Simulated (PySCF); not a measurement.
Task: Write Cartesian coordinates for `[NH3+][BH2-]C#CC(=O)O` as optimised with PBE0-D3(BJ)/def2-SVP.

Result: 
```
atom  x, y, z in Å
N1    -2.318   -0.241    0.191
B2    -1.337    0.499   -0.884
C3     0.120    0.246   -0.384
C4     1.240    0.022    0.049
C5     2.529   -0.279    0.618
O6     2.700   -0.938    1.615
O7     3.541    0.253   -0.081
H8    -2.183    0.143    1.128
H9    -2.119   -1.242    0.242
H10   -3.299   -0.122   -0.064
H11   -1.567   -0.024   -1.964
H12   -1.649    1.680   -0.861
H13    4.348   -0.015    0.385
```

Any rigid rotation of these coordinates is as good. Atoms count from 1 in this order. The 7 heavy atoms lie in one plane (0.009 Å rms). The C–C distances run from 1.222 Å (C3≡C4, drawn triple) to 1.440 Å (C4–C5, drawn single), a spread of 0.218 Å. The 2 C–O bonds span 1.207 Å (C5=O6, drawn double) to 1.340 Å (C5–O7, drawn single), a spread of 0.133 Å. B2 (four-coordinate boron) is distorted tetrahedral (angles from 105.8° to 112.9°).

Bonds between heavy atoms (Å): N1–B2 1.632, B2–C3 1.561, C3≡C4 1.222, C4–C5 1.440, C5=O6 1.207, C5–O7 1.340.

Theory: PBE0-D3(BJ)/def2-SVP geometry optimisation, gas phase (PySCF).

Whether it is a minimum is left open (no frequencies). One conformer, not necessarily the lowest (C4–C5–O7–H 180°).
